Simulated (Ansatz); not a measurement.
```yaml
crystal:
  periodic: [false, false, false]
  atoms:
    - {symbol: O, position_ang: [-0.447862, 0.544953, -2.107983]}
    - {symbol: Ge, position_ang: [0.040019, -0.674583, -0.895740]}
    - {symbol: B, position_ang: [0.049408, 0.213308, 0.980966]}
    - {symbol: O, position_ang: [0.125455, -0.520399, 2.099518]}
    - {symbol: Cl, position_ang: [-0.022981, 1.986671, 1.086305]}
    - {symbol: H, position_ang: [-0.251259, 1.434783, -1.805299]}
    - {symbol: H, position_ang: [1.441760, -1.210104, -1.260579]}
    - {symbol: H, position_ang: [-0.981771, -1.813871, -1.030393]}
    - {symbol: H, position_ang: [0.135629, -0.007060, 2.916103]}
basis:
  gaussian: {orbitals: def2-TZVPD, final_grid: {core_spheres: 20, valence_spheres: 16, degree: 47}, nuclear_model: gaussian, point_charges: [{charge: 0.50, position_ang: [5.445, 0.788, 0.150]}]}
total_charge: 4
hamiltonian: {xc: {name: wB97}}
output: {forces: true}
```

```sh
$ ansatz run in.yaml --threads 4 --pin off --events-out ev --progress --plain --max-ram 10444MiB
```

Output, abridged:

```
Functional definition: wB97
1390 factors; their error is unknown
565 factors; integrals over basis functions are off by at most 3.7e-5 eV
mean field evaluation 1: about -73744.7251 eV, gradient 1.7e2 eV
mean field evaluation 2: about -73448.4071 eV, gradient 3.1e2 eV
mean field evaluation 4: about -73797.7624 eV, gradient 2.9e1 eV
mean field evaluation 8: about -73799.4348 eV, gradient 2.6e0 eV
mean field evaluation 16: about -73799.5108 eV, gradient 2.9e-1 eV
mean field evaluation 32: about -73799.4748 eV, gradient 2.3e0 eV
mean field -73799.54923218 eV, -2712.0834111513 hartree, gradient 2.7e-5 eV, S^2 0.000000; 4 other end points of the search recorded, 0 dependent functions left out
reference -73799.54921936 eV, -2712.0834106804 hartree; 35, 35 occupied and 218, 218 virtual orbitals, 1390 factors
Total energy: -73799.54921936 eV, -2712.0834106804 hartree
Atom 0 at    -0.447862     0.544953    -2.107983 Å, force     0.666359    -2.936352     0.008642 eV/Å
Atom 1 at     0.040019    -0.674583    -0.895740 Å, force    -1.557758     1.701544    -2.586996 eV/Å
Atom 2 at     0.049408     0.213308     0.980966 Å, force     0.343656     2.305812     7.045089 eV/Å
Atom 3 at     0.125455    -0.520399     2.099518 Å, force    -0.927545    -0.651542    -4.134830 eV/Å
Atom 4 at    -0.022981     1.986671     1.086305 Å, force    -0.372549     0.010924    -0.855846 eV/Å
Atom 5 at    -0.251259     1.434783    -1.805299 Å, force    -0.282331     2.933237    -0.557737 eV/Å
Atom 6 at     1.441760    -1.210104    -1.260579 Å, force     2.399104    -1.296129    -1.014026 eV/Å
Atom 7 at    -0.981771    -1.813871    -1.030393 Å, force    -1.738769    -2.340218    -0.376366 eV/Å
Atom 8 at     0.135629    -0.007060     2.916103 Å, force     0.673544     0.168331     2.432189 eV/Å
Dipole moment:     0.143347     0.120609     0.177788 e Å
```

In this input the charge is far from anything that the molecule holds. Self-consistency was reached. The result belongs to that input, not to the molecule as meant.
